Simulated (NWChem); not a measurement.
System: AlH2O2Br; SMILES [Br][Al]([OH])[OH]

NWChem input:

```
start job
memory heap 200 mb stack 900 mb global 1100 mb
geometry units angstroms noautoz
  Al     0.917294     0.724700     0.093002
  Br    -0.849867    -0.692080    -0.109705
  O      0.946910     2.211630    -0.729865
  H      0.210603     2.473368    -1.296026
  O      2.249303     0.329987     1.071915
  H      2.272625    -0.504911     1.555335
end
basis spherical
  * library 3-21g
end
dft
  xc b3lyp
  iterations 150
  mulliken
end
task dft energy
```

Parts of the log:

```
             Northwest Computational Chemistry Package (NWChem) 7.3.0
             --------------------------------------------------------

 C2V symmetry detected

                             Geometry "geometry" -> ""
                             -------------------------

 Output coordinates in angstroms (scale by  1.889725989 to convert to a.u.)

  No.       Tag          Charge          X              Y              Z
 ---- ---------------- ---------- -------------- -------------- --------------
    1 Al                  13.0000     0.00000000     0.00000000     0.98086293
    2 Br                  35.0000     0.00000000     0.00000000    -1.29316735
    3 O                    8.0000     0.00000000    -1.45629830     1.85712071
    4 H                    1.0000     0.00000000    -2.30501295     1.39785392
    5 O                    8.0000     0.00000000     1.45629830     1.85712071
    6 H                    1.0000     0.00000000     2.30501295     1.39785392

 Effective nuclear repulsion energy (a.u.)     295.1066446081

      Symmetry information
      --------------------

 Group name             C2v
 Group number             16
 Group order               4
 No. of unique centers     4

                                 NWChem DFT Module
                                 -----------------

 Summary of "ao basis" -> "ao basis" (spherical)
 ------------------------------------------------------------------------------
       Tag                 Description            Shells   Functions and Types
 ---------------- ------------------------------  ------  ---------------------
 Al                          3-21g                   7       13   4s3p
 Br                          3-21g                  10       22   5s4p1d
 O                           3-21g                   5        9   3s2p
 H                           3-21g                   2        2   2s

      Symmetry analysis of basis
      --------------------------

        a1         27
        a2          3
        b1         10
        b2         17

            General Information
            -------------------
          SCF calculation type: DFT
          Wavefunction type:  closed shell.
          No. of atoms     :     6
          No. of electrons :    66
           Alpha electrons :    33
            Beta electrons :    33
          Charge           :     0
          Spin multiplicity:     1
          Use of symmetry is: on ; symmetry adaption is: on
          Maximum number of iterations: 150
          AO basis - number of functions:    57
                     number of shells:    31
          Convergence on energy requested:  1.00D-06
          Convergence on density requested:  1.00D-05
          Convergence on gradient requested:  5.00D-04

              XC Information
              --------------
                         B3LYP Method XC Potential
                     Hartree-Fock (Exact) Exchange  0.200
                        Slater Exchange Functional  0.800 local
                    Becke 1988 Exchange Functional  0.720 non-local
              Lee-Yang-Parr Correlation Functional  0.810
                  VWN I RPA Correlation Functional  0.190 local

             Grid Information
             ----------------
          Grid used for XC integration:  medium
          Radial quadrature: Mura-Knowles
          Angular quadrature: Lebedev.
          Tag              B.-S. Rad. Rad. Pts. Rad. Cut. Ang. Pts.
          ---              ---------- --------- --------- ---------
          Al                  1.25       88           8.0       590
          Br                  1.15      112           9.0       590
          O                   0.60       49          10.0       434
          H                   0.35       45          11.0       434
          Grid pruning is: on
          Number of quadrature shells:   294
          Spatial weights used:  Erf1

      Superposition of Atomic Density Guess
      -------------------------------------

 Sum of atomic energies:       -2950.32792198

      Non-variational initial energy
      ------------------------------

 Total energy =   -2951.004758
 1-e energy   =   -4699.855813
 2-e energy   =    1453.744410
 HOMO         =      -0.399412
 LUMO         =      -0.028788

      Symmetry analysis of molecular orbitals - initial
      -------------------------------------------------

  Numbering of irreducible representations:

     1 a1          2 a2          3 b1          4 b2

  Orbital symmetries:

     1 a1          2 a1          3 a1          4 a1          5 b2
     6 b1          7 a1          8 b2          9 a1         10 a1
    11 b2         12 b1         13 a1         14 b2         15 a1
    16 b1         17 a1         18 b2         19 b1         20 a1
    21 a2         22 a1         23 b2         24 a1         25 a1
    26 b2         27 a1         28 b2         29 b1         30 a2
    31 a1         32 b1         33 b2         34 a1         35 b1
    36 b2         37 a1         38 a1         39 b2         40 a1
    41 b1         42 a1         43 b2

     ---------------------------------------------
      Total Density - Mulliken Population Analysis
     ---------------------------------------------

    Atom       Charge   Shell Charges
 -----------   ------   -------------------------------------------------------
    1 Al  13    11.32   2.00  1.98  5.87  0.49  0.61  0.16  0.22
    2 Br  35    35.47   2.00  2.00  5.99  2.00  5.97  0.76  2.37  1.22  3.17 10.00
    3 O    8     9.14   1.99  0.44  2.33  1.43  2.95
    4 H    1     0.47   0.31  0.16
    5 O    8     9.14   1.99  0.44  2.33  1.43  2.95
    6 H    1     0.47   0.31  0.16

   convergence    iter        energy       DeltaE   RMS-Dens  Diis-err
 ---------------- ----- ----------------- --------- --------- ---------
 d= 0,ls=0.0,diis     1  -2953.7420787547 -3.25D+03  3.12D-02  1.06D+00
 d= 0,ls=0.0,diis     2  -2953.5890377623  1.53D-01  1.96D-02  2.77D+00
 d= 0,ls=0.0,diis     3  -2953.8638129958 -2.75D-01  3.31D-03  3.47D-02
 d= 0,ls=0.0,diis     4  -2953.8672871730 -3.47D-03  1.25D-03  3.53D-03
 d= 0,ls=0.0,diis     5  -2953.8679684227 -6.81D-04  1.03D-04  2.62D-05
  Resetting Diis
 d= 0,ls=0.0,diis     6  -2953.8679728437 -4.42D-06  1.47D-05  7.19D-07
 d= 0,ls=0.0,diis     7  -2953.8679729346 -9.09D-08  4.39D-06  1.59D-08

         Total DFT energy =    -2953.867972934621
      One electron energy =    -4703.403349492201
           Coulomb energy =     1582.554857042763
    Exchange-Corr. energy =     -128.126125093293
 Nuclear repulsion energy =      295.106644608110

 Numeric. integr. density =       66.000001330374

                  Occupations of the irreducible representations
                  ----------------------------------------------

                     irrep           alpha         beta
                     --------     --------     --------
                     a1               16.0         16.0
                     a2                2.0          2.0
                     b1                6.0          6.0
                     b2                9.0          9.0

                       DFT Final Molecular Orbital Analysis
                       ------------------------------------

 Vector   31  Occ=2.000000D+00  E=-2.952278D-01  Symmetry=a2
              MO Center= -1.2D-15,  1.8D-13,  1.9D+00, r^2= 2.7D+00
   Bfn.  Coefficient  Atom+Function         Bfn.  Coefficient  Atom+Function
  ----- ------------  ---------------      ----- ------------  ---------------
    42      0.447349  3 O  px                53     -0.447349  5 O  px
    38      0.368803  3 O  px                49     -0.368803  5 O  px

 Vector   32  Occ=2.000000D+00  E=-2.947622D-01  Symmetry=b1
              MO Center= -7.4D-18, -1.8D-13, -7.3D-01, r^2= 3.1D+00
   Bfn.  Coefficient  Atom+Function         Bfn.  Coefficient  Atom+Function
  ----- ------------  ---------------      ----- ------------  ---------------
    28      0.572260  2 Br px                24      0.460409  2 Br px
    20     -0.318837  2 Br px                42     -0.187893  3 O  px
    53     -0.187893  5 O  px                38     -0.156759  3 O  px
    49     -0.156759  5 O  px                16      0.103114  2 Br px

 Vector   33  Occ=2.000000D+00  E=-2.929819D-01  Symmetry=b2
              MO Center=  9.8D-16,  1.2D-15, -5.5D-01, r^2= 3.6D+00
   Bfn.  Coefficient  Atom+Function         Bfn.  Coefficient  Atom+Function
  ----- ------------  ---------------      ----- ------------  ---------------
    29      0.522879  2 Br py                25      0.460172  2 Br py
    21     -0.312460  2 Br py                44     -0.195987  3 O  pz
    55      0.195987  5 O  pz                40     -0.170160  3 O  pz
    51      0.170160  5 O  pz                12      0.102845  1 Al py
    17      0.100941  2 Br py                43      0.054302  3 O  py

 Vector   34  Occ=0.000000D+00  E=-3.391545D-02  Symmetry=a1
              MO Center= -2.1D-15, -2.8D-16,  6.5D-01, r^2= 4.5D+00
   Bfn.  Coefficient  Atom+Function         Bfn.  Coefficient  Atom+Function
  ----- ------------  ---------------      ----- ------------  ---------------
    10      1.223497  1 Al s                 30     -0.462948  2 Br pz
    27     -0.439433  2 Br s                 41     -0.393528  3 O  s
    52     -0.393528  5 O  s                  2     -0.227519  1 Al s
    26     -0.222029  2 Br pz                44      0.177569  3 O  pz
    55      0.177569  5 O  pz                13     -0.169827  1 Al pz

[...]
```

Level: B3LYP/3-21G. Geometry: optimised at B3LYP/6-31G* (spherical d).
